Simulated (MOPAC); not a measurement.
Input file for MOPAC: PM6 on H2SSe2 (SMILES S[Se][SeH]), a point of a torsion scan.

```
PM6 1SCF PRECISE CHARGE=0 THREADS=1
H2SSe2

S      1.58354800 1    -0.62247181 1    -0.20864939 1
Se    -0.49478299 1    -1.00042170 1    -0.70050315 1
Se    -1.69073742 1    -0.00641917 1     1.08450688 1
H      1.71463832 1     0.53507715 1    -0.86892369 1
H     -0.70720047 1     1.03052274 1     1.33521886 1
```

Program output:

```
*******************************************************************************
 **                                                                           **
 **                              MOPAC v23.2.5                                **
 **                                                                           **
 *******************************************************************************
 ** MOPAC's Digital Object Identifier: https://doi.org/10.5281/zenodo.6511958 **
 **                                                                           **
 ** Please cite the open-source release paper for use of this MOPAC version:  **
 ** J. E. Moussa and J. J. P. Stewart (2026)                                  **
 ** MOPAC: An open-source semiempirical molecular orbital program             **
 ** J. Open Source Softw., 11(119), 8025, https://doi.org/10.21105/joss.08025 **
 *******************************************************************************

                              PM6 CALCULATION RESULTS

 *******************************************************************************
 *  PM6        - The PM6 Hamiltonian to be used
 *
 *
 *
 *                 CHARGE ON SYSTEM = 0
 *
 *
 *
 *  PRECISE    - TIGHTER CRITERIA TO BE USED
 *  1SCF       - DO 1 SCF AND THEN STOP
 *  THREADS=1  - MULTI-THREADING NOT USED
 *  T=         - A TIME OF 172800.0 SECONDS REQUESTED
 *  DUMP=N     - RESTART FILE WRITTEN EVERY 7200.0 SECONDS REQUESTED
 *******************************************************************************
PM6 1SCF PRECISE CHARGE=0 THREADS=1
 H2SSe2

   ATOM   CHEMICAL          X               Y               Z
  NUMBER   SYMBOL      (ANGSTROMS)     (ANGSTROMS)     (ANGSTROMS)

     1       S          1.58354800  *  -0.62247181  *  -0.20864939  *
     2      Se         -0.49478299  *  -1.00042170  *  -0.70050315  *
     3      Se         -1.69073742  *  -0.00641917  *   1.08450688  *
     4       H          1.71463832  *   0.53507715  *  -0.86892369  *
     5       H         -0.70720047  *   1.03052274  *   1.33521886  *



          CARTESIAN COORDINATES

    NO.       ATOM           X           Y           Z

     1         S          1.5835     -0.6225     -0.2086
     2        Se         -0.4948     -1.0004     -0.7005
     3        Se         -1.6907     -0.0064      1.0845
     4         H          1.7146      0.5351     -0.8689
     5         H         -0.7072      1.0305      1.3352

 General Reference for PM6:
 "Optimization of Parameters for Semiempirical Methods V: Modification of NDDO Approximations
 and Application to 70 Elements", J. J. P. Stewart, J. Mol. Mod., 13, 1173-1213 (2007)
 URL: https://link.springer.com/article/10.1007/s00894-007-0233-4

           Empirical Formula: H2 S Se2  =     5 atoms



      MOLECULAR POINT GROUP   :   C1


      RHF CALCULATION, NO. OF DOUBLY OCCUPIED LEVELS = 10


 -------------------------------------------------------------------------------
 PM6 1SCF PRECISE CHARGE=0 THREADS=1
 H2SSe2



     1SCF WAS SPECIFIED, SO BFGS WAS NOT USED
     SCF FIELD WAS ACHIEVED


                              PM6 CALCULATION
                                                       MOPAC v23.2.5 Linux




          FINAL HEAT OF FORMATION =         43.79064 KCAL/MOL =     183.22004 KJ/MOL


          COSMO AREA              =        121.76 SQUARE ANGSTROMS
          COSMO VOLUME            =        112.36 CUBIC ANGSTROMS

          IONIZATION POTENTIAL    =          8.281595 EV
          HOMO LUMO ENERGIES (EV) =         -8.282 -2.228
          NO. OF FILLED LEVELS    =         10
          MOLECULAR WEIGHT        =        191.9958         POINT GROUP:  C1

          MOLECULAR DIMENSIONS (Angstroms)

            Atom       Atom       Distance
            H     4   Se     3     3.96304
            H     5   Se     2     2.73655
           Se     2    S     1     1.06329


          SCF CALCULATIONS        =          1





   ATOM   CHEMICAL          X               Y               Z
  NUMBER   SYMBOL      (ANGSTROMS)     (ANGSTROMS)     (ANGSTROMS)

     1       S          1.58354800  *  -0.62247181  *  -0.20864939  *
     2      Se         -0.49478299  *  -1.00042170  *  -0.70050315  *
     3      Se         -1.69073742  *  -0.00641917  *   1.08450688  *
     4       H          1.71463832  *   0.53507715  *  -0.86892369  *
     5       H         -0.70720047  *   1.03052274  *   1.33521886  *

                             CARTESIAN COORDINATES

   1    S        1.583548000    -0.622471810    -0.208649390
   2   Se       -0.494782990    -1.000421700    -0.700503150
   3   Se       -1.690737420    -0.006419170     1.084506880
   4    H        1.714638320     0.535077150    -0.868923690
   5    H       -0.707200470     1.030522740     1.335218860


           Empirical Formula: H2 S Se2  =     5 atoms



      MOLECULAR POINT GROUP   :   C1


                  EIGENVALUES
 -29.76064 -23.33757 -22.24665 -14.67950 -14.18159 -13.11783 -11.70031 -10.26590
  -9.66216  -8.28159  -2.22842  -1.39501   0.15803   1.58414   1.59645   1.69834
   1.79237   1.83377   3.11919


              NET ATOMIC CHARGES AND DIPOLE CONTRIBUTIONS

  ATOM NO.   TYPE          CHARGE      No. of ELECS.   s-Pop       p-Pop       d-Pop
    1          S          -0.277034        6.2770     1.93590     4.19378     0.14736
    2         Se           0.075230        5.9248     1.99464     3.93013
    3         Se          -0.082138        6.0821     1.99048     4.09166
    4          H           0.194564        0.8054     0.80544
    5          H           0.089378        0.9106     0.91062
 DIPOLE           X         Y         Z       TOTAL
 POINT-CHG.    -0.320     1.412    -0.642     1.584
 HYBRID         0.445     0.140     0.160     0.493
 SUM            0.125     1.552    -0.482     1.630


          ATOMIC ORBITAL ELECTRON POPULATIONS

     Atom    s        px        py        pz      x^2-y^2     xz        z^2       yz        xy
    1  S   1.93590   1.13844   1.35010   1.70524   0.05706   0.00995   0.01073   0.05246   0.01716
    2 Se   1.99464   0.97477   1.72300   1.23236
    3 Se   1.99048   1.20904   1.40891   1.47371
    4  H   0.80544
    5  H   0.91062

 **********************
 *                    *
 * JOB ENDED NORMALLY *
 *                    *
 **********************




 == MOPAC DONE ==
```

The run finished.

Cost: roughly 0.020 core-seconds.
